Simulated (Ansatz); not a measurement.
Consider the homolysis of the S–Si bond: `C[SiH2]S[SiH](C)Cl` → `C[SiH]([S])Cl`• + `C[SiH2]`•.

Gas-phase electronic energies from Ansatz, PBE0-D4/def2-TZVP geometries. CCSD(T)/CBS is the MP2 limit (def2-TZVPP, def2-QZVPP) plus CCSD(T) − MP2 in def2-TZVPP, frozen cores. Functionals use def2-TZVPP. B3LYP here is the variant with VWN-RPA as its local correlation; programs differ in this. Open shells (•) are unrestricted, without spin–orbit coupling. One conformer a species, not always the lowest.

```json
{"level": "PBE-D4", "ΔE (kJ/mol)": "383.3", "difference from CCSD(T)/CBS": "-18.3"}
{"level": "r2SCAN-D4", "ΔE (kJ/mol)": "375.8", "difference from CCSD(T)/CBS": "-25.8"}
{"level": "B3LYP-D4", "ΔE (kJ/mol)": "376.9", "difference from CCSD(T)/CBS": "-24.7"}
{"level": "ωB97X-V", "ΔE (kJ/mol)": "396.9", "difference from CCSD(T)/CBS": "-4.7"}
{"level": "ωB97M-V", "ΔE (kJ/mol)": "401.8", "difference from CCSD(T)/CBS": "0.2"}
{"level": "B2PLYP", "ΔE (kJ/mol)": "372.4", "difference from CCSD(T)/CBS": "-29.2"}
{"level": "PBE", "ΔE (kJ/mol)": "366.8", "difference from CCSD(T)/CBS": "-34.8"}
{"level": "r2SCAN", "ΔE (kJ/mol)": "370.9", "difference from CCSD(T)/CBS": "-30.7"}
{"level": "B3LYP", "ΔE (kJ/mol)": "350.6", "difference from CCSD(T)/CBS": "-51.0"}
{"level": "MP2/def2-TZVPP", "ΔE (kJ/mol)": "407.5", "difference from CCSD(T)/CBS": "5.9"}
{"level": "CCSD(T)/def2-TZVPP", "ΔE (kJ/mol)": "384.2", "difference from CCSD(T)/CBS": "-17.4"}
{"level": "HF/def2-QZVPP", "ΔE (kJ/mol)": "272.1", "difference from CCSD(T)/CBS": "-129.5"}
{"level": "SCS-MP2/def2-QZVPP", "ΔE (kJ/mol)": "405.6", "difference from CCSD(T)/CBS": "4.0"}
{"level": "HF/CBS(def2)", "ΔE (kJ/mol)": "272.0", "difference from CCSD(T)/CBS": "-129.6"}
{"level": "MP2/CBS(def2)", "ΔE (kJ/mol)": "424.8", "difference from CCSD(T)/CBS": "23.2"}
{"level": "CCSD/CBS(def2)", "ΔE (kJ/mol)": "389.3", "difference from CCSD(T)/CBS": "-12.3"}
{"level": "CCSD(T)/CBS", "ΔE (kJ/mol)": "401.6", "difference from CCSD(T)/CBS": "0"}
```

Largest T1 diagnostic among the species: 0.012.

The D4 term adds +26.3 kJ/mol with B3LYP and +15.0 kJ/mol with PBE0; it sums over pairs of atoms, weighted by their polarisabilities, and B3LYP, whose exchange is more repulsive, gets the larger term. In def2-TZVPP, CCSD(T) changes the Hartree–Fock value by +111.5 kJ/mol (the triples alone add +12.3 kJ/mol) and MP2 by +134.7 kJ/mol; breaking electron pairs costs correlation energy, which Hartree–Fock lacks. From PBE to PBE0 (25 % exact exchange), in def2-TZVPP and without D4, ΔE moves by +4.9 kJ/mol.
